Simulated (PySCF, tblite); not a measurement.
A database entry of computed molecular properties. Lists by class give the value and the number of equivalent atoms.

```json
{
 "formula": "C4H9N3SSi2",
 "smiles": "CS[Si@@](N)(CC#N)[SiH2]C#N",
 "inchi": "InChI=1S/C4H9N3SSi2/c1-8-10(7,3-2-5)9-4-6/h3,7,9H2,1H3/t10-/m0/s1",
 "charge": 0,
 "multiplicity": 1,
 "geometry_level": "GFN2-xTB",
 "atoms_angstrom": [
  ["C", 2.431, 0.914, 0.68],
  ["S", 2.222, -0.475, -0.476],
  ["Si", 0.061, -0.583, -0.578],
  ["N", -0.202, -1.681, -1.871],
  ["C", -0.584, -1.277, 1.118],
  ["C", -1.906, -1.765, 0.906],
  ["N", -2.958, -2.142, 0.658],
  ["Si", -1.017, 1.431, -1.039],
  ["C", -0.848, 2.447, 0.523],
  ["N", -0.707, 3.018, 1.508],
  ["H", 2.008, 0.661, 1.647],
  ["H", 3.499, 1.076, 0.778],
  ["H", 1.956, 1.805, 0.28],
  ["H", 0.554, -2.237, -2.238],
  ["H", -1.079, -2.169, -1.947],
  ["H", 0.043, -2.096, 1.477],
  ["H", -0.612, -0.5, 1.884],
  ["H", -0.412, 2.28, -2.07],
  ["H", -2.459, 1.3, -1.246]
 ],
 "electronic_structure_code": "PySCF",
 "results": {
  "GFN2-xTB geometry": {
   "point_group": "C1",
   "rotational_constants_GHz": [0.822, 0.736, 0.526]
  },
  "PBE0/pcSseg-1 ground state and GIAO shieldings, non-relativistic": {
   "dipole_D": 3.7,
   "homo_eV": -7.4,
   "lumo_eV": -1.34,
   "shift_vs_computed_TMS_C_by_class_ppm": [
    [124.3, 1],
    [121.8, 1],
    [12.6, 1],
    [10.5, 1]
   ],
   "shift_vs_computed_TMS_H_by_class_ppm": [
    [4.45, 1],
    [4.19, 1],
    [2.34, 1],
    [2.28, 3],
    [1.8, 1],
    [0.86, 2]
   ],
   "shielding_other_nuclei_by_class_ppm": [
    ["N", -103.9, 1],
    ["N", -32.1, 1],
    ["N", 255.7, 1],
    ["Si", 344.3, 1],
    ["Si", 461.5, 1],
    ["S", 648.6, 1]
   ],
   "charges_hirshfeld_e_by_atom": [-0.11, -0.09, 0.33, -0.31, -0.14, 0.07, -0.24, 0.29, -0.03, -0.2, 0.05, 0.06, 0.04, 0.12, 0.12, 0.07, 0.07, -0.05, -0.05]
  },
  "GFN2-xTB harmonic vibrations, gas phase": {
   "strongest_ir_bands_cm-1_km_per_mol_modes": [
    [432.9, 165.2, 1],
    [659.3, 255.5, 1],
    [758.4, 225.8, 1],
    [2235.8, 234.6, 1],
    [2268.1, 233.3, 1],
    [2395.3, 328.6, 1]
   ],
   "zpe_kcal_per_mol": 78.1
  }
 }
}
```

The rotational constants make it an asymmetric top with κ = (2B − A − C)/(A − C) = 0.4, nearer the oblate limit (+1). The zero-point energy, half the sum of the 51 harmonic wavenumbers, equals 27300 cm⁻¹ or 327 kJ/mol.

 NMR classes are plain means over equivalent atoms (diastereotopic ones count apart unless rotation or inversion swaps them), as if these changed places fast; in this geometry the members of some classes differ.

For the NMR shielding job (PBE0/pcSseg-1), hardware: one thread, Arm Neoverse V1 (aarch64), shared host with 32 logical CPUs at a one-minute load of 26. Cost: 84 s, 0.97 GiB resident at most.

Shape of the structure used: `[CH3:1][S:2][Si@@:3]([NH2:4])([CH2:5][C:6]#[N:7])[SiH2:8][C:9]#[N:10]`: C1–S2–Si3–N4 170°, S2–Si3–C5–C6 -161°, S2–Si3–Si8–C9 -72°, H–N4–Si3–S2 13°, H–N4–Si3–S2 159°.

One conformer stands for the species.
